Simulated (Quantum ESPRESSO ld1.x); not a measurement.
Results of a calculation; reference values are marked as such.
All-electron atom: Pd I in [Kr] 4d10 (the NIST ground configuration). Code: ld1.x of Quantum ESPRESSO 7.5. Model: Dirac Kohn-Sham, BLYP, spin-unpolarised, spherical densities, point nucleus.

Unscreened Slater integrals over Kohn-Sham orbitals (eV). Large and small components are both included.

F0(4d5/2,4d5/2): 15.674
F2(4d5/2,4d5/2): 7.4280
F4(4d5/2,4d5/2): 4.7479
F0(4d5/2,4d3/2): 15.846
F2(4d5/2,4d3/2): 7.5218
G2(4d5/2,4d3/2): 7.5182
G4(4d5/2,4d3/2): 4.8097
F0(4d5/2,4p3/2): 18.572
F2(4d5/2,4p3/2): 8.6995
G1(4d5/2,4p3/2): 10.780
G3(4d5/2,4p3/2): 6.5155
F0(4d5/2,4p1/2): 18.762
G3(4d5/2,4p1/2): 6.4290
F0(4d3/2,4d3/2): 16.021
F2(4d3/2,4d3/2): 7.6203
F0(4d3/2,4p3/2): 18.830
F2(4d3/2,4p3/2): 8.8889
G1(4d3/2,4p3/2): 11.063
G3(4d3/2,4p3/2): 6.6909
F0(4d3/2,4p1/2): 19.027
G1(4d3/2,4p1/2): 10.938
F0(4p3/2,4p3/2): 23.258
F2(4p3/2,4p3/2): 12.142
F0(4p3/2,4p1/2): 23.614
G2(4p3/2,4p1/2): 12.297
F0(4p1/2,4p1/2): 23.992
